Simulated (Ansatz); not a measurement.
Reaction (formal exchange of groups at a C–F bond): `F[CH2][AlH2]` + `[CH3][GeH3]` → `[CH3][GeH2][CH2][AlH2]` + H–F

Isolated molecules relaxed with PBE0-D4/def2-TZVP in Ansatz; ΔE leaves out vibrations. CCSD(T)/CBS adds triple-zeta CCSD(T) − MP2 to the extrapolated MP2 energy (def2 sets, frozen cores). This one scheme is used for every species. DFT in def2-TZVPP. B3LYP here is the variant with VWN-RPA as its local correlation; programs differ in this. For Ge outer-core shells are correlated without core-valence functions, which leaves a few kJ/mol of doubt a bond. Scalar relativity is left out up to krypton. Each species was taken in one conformer, which may not be the lowest.

`F[CH2][AlH2]`:

Cartesian coordinates in Å:
```
F -0.104 0.660 -1.774
C 0.517 0.463 -0.537
Al -0.610 -0.579 0.716
H 0.769 1.451 -0.128
H 1.481 -0.032 -0.721
H -2.042 -1.097 0.285
H -0.012 -0.865 2.159
```

`[CH3][GeH3]`:

```xyz
8

C     0.221   -0.449   -0.907
Ge   -0.196    0.397    0.803
H    -0.630   -0.372   -1.584
H     1.080    0.037   -1.370
H     0.454   -1.504   -0.760
H    -0.530    1.886    0.598
H     1.006    0.294    1.760
H    -1.405   -0.289    1.462
```

`[CH3][GeH2][CH2][AlH2]`:

```xyz
13

C     0.339    1.827   -0.974
Ge    0.716    0.355    0.241
C     0.180   -1.415   -0.385
Al   -1.193   -1.484    1.013
H     0.491    2.787   -0.479
H     0.999    1.766   -1.840
H    -0.695    1.764   -1.315
H    -0.290    0.518    1.478
H     2.112    0.425    0.879
H    -0.174   -1.366   -1.415
H     0.999   -2.129   -0.303
H    -0.849   -2.145    2.414
H    -2.634   -0.902    0.685
```

H–F:

Z-matrix (Å, degrees):
```
F
H 1 0.920
```

```json
{"level": "B3LYP-D4", "ΔE (kJ/mol)": "-98.4", "difference from CCSD(T)/CBS": "26.1"}
{"level": "ωB97X-V", "ΔE (kJ/mol)": "-102.3", "difference from CCSD(T)/CBS": "22.2"}
{"level": "ωB97M-V", "ΔE (kJ/mol)": "-109.4", "difference from CCSD(T)/CBS": "15.1"}
{"level": "B2PLYP", "ΔE (kJ/mol)": "-102.5", "difference from CCSD(T)/CBS": "22.0"}
{"level": "PBE", "ΔE (kJ/mol)": "-103.4", "difference from CCSD(T)/CBS": "21.1"}
{"level": "MP2/def2-TZVPP", "ΔE (kJ/mol)": "-136.7", "difference from CCSD(T)/CBS": "-12.2"}
{"level": "SCS-MP2/def2-TZVPP", "ΔE (kJ/mol)": "-119.2", "difference from CCSD(T)/CBS": "5.3"}
{"level": "CCSD/def2-TZVPP", "ΔE (kJ/mol)": "-115.8", "difference from CCSD(T)/CBS": "8.7"}
{"level": "CCSD(T)/def2-TZVPP", "ΔE (kJ/mol)": "-121.6", "difference from CCSD(T)/CBS": "2.9"}
{"level": "HF/def2-QZVPP", "ΔE (kJ/mol)": "-75.0", "difference from CCSD(T)/CBS": "49.5"}
{"level": "CCSD(T)/CBS", "ΔE (kJ/mol)": "-124.5", "difference from CCSD(T)/CBS": "0"}
```

Largest T1 diagnostic among the species: 0.011.

The D4 term adds −13.0 kJ/mol with B3LYP and −7.3 kJ/mol with PBE0; it sums over pairs of atoms, weighted by their polarisabilities, and B3LYP, whose exchange is more repulsive, gets the larger term. From PBE to PBE0 (25 % exact exchange), in def2-TZVPP and without D4, ΔE moves by −6.3 kJ/mol.
